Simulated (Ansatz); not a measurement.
B₂F₃ (SMILES F[B]B(F)F), doublet, at a GFN2-xTB geometry; MP2/def2-SVPD (Ansatz, a first-principles code).

Input for Ansatz:
Ansatz 0.2 input:
```yaml
crystal:
  periodic: [false, false, false]
  atoms:
    - {symbol: F, position_ang: [2.28800819, -0.25131237, -0.03783998]}
    - {symbol: B, position_ang: [1.01482057, -0.12552342, 0.08614484]}
    - {symbol: B, position_ang: [-0.53657336, 0.05826643, 0.01378160]}
    - {symbol: F, position_ang: [-1.15328058, 1.24668203, 0.14170634]}
    - {symbol: F, position_ang: [-1.40042050, -0.95800468, -0.15938105]}
basis:
  gaussian:
    orbitals: def2-SVPD
magnetization: {spin_polarized: true, initial_magnetization: 1}
correlation: {method: mp2}
```

Question: What does Ansatz print? Leave out banner, timings and long lists.

Answer: 
```
Functional definition: HF
1061 factors; integrals over basis functions are off by at most 4.6e-4 eV
mean field evaluation 1: about -9453.2117 eV, gradient 2.7e1 eV
mean field evaluation 2: about -9453.2875 eV, gradient 2.7e1 eV
mean field evaluation 4: about -9456.3191 eV, gradient 2.4e0 eV
mean field evaluation 8: about -9456.3967 eV, gradient 4.9e-1 eV
mean field evaluation 16: about -9456.4036 eV, gradient 2.7e-6 eV
mean field evaluation 32: about -9455.3402 eV, gradient 8.3e-1 eV
mean field -9456.40360423 eV, -347.5164226748 hartree, gradient 2.7e-6 eV, S^2 0.758191; 4 other end points of the search recorded, 0 dependent functions left out
5 core orbitals not correlated
reference -9456.40360423 eV, -347.5164226748 hartree; 14, 13 occupied and 90, 91 virtual orbitals, 1061 factors
second order -19.43919421 eV of doubles, -0.00000000 eV of singles
Total energy: -9475.84279844 eV, -348.2307998857 hartree
```
